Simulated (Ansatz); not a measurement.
As₇⁻, relaxed as a singlet with RKS PBE0-D4/def2-SVPD in Ansatz, starting from the GFN1-xTB geometry. Force threshold 0.02 eV/Å.

Another isomer (singlet) lies 0.42 eV lower at PBE0-D4/def2-SVP; other spin states weren't run for this one.

Start:

Cartesian coordinates in Å:
```
As 1.959 -0.357 0.510
As -1.468 -0.430 -1.201
As -0.707 1.857 -1.391
As 0.807 -2.120 1.573
As -1.743 1.142 0.630
As 0.613 1.737 0.632
As 0.540 -1.830 -0.752
```

```
step   energy (eV)  largest force component (eV/Å)  SCF passes
   1  -425792.8014                           1.087          21
   2  -425792.8877                           0.197          23
   3  -425792.9030                           0.150          24
   4  -425792.9151                           0.174          24
   5  -425792.9252                           0.093          23
   6  -425792.9272                           0.064          25
   7  -425792.9281                           0.028          25
   8  -425792.9282                           0.012          25
```

Force components are those of the run's own axes.

End:

```xyz
7

As    2.001   -0.358    0.472
As   -1.408   -0.435   -1.266
As   -0.786    1.922   -1.373
As    0.550   -1.906    1.623
As   -1.602    0.892    0.761
As    0.673    1.728    0.574
As    0.572   -1.842   -0.790
```

By distances, no bond broke or formed. The bond that changes most is As3–As5, from 2.38 to 2.51 Å (atoms count from 1).

No frequencies were taken in this run, so the end may be a saddle point.

It took 62 s on 4 threads of AMD EPYC 9B45 on a shared host, peak host memory 1.7 GiB.
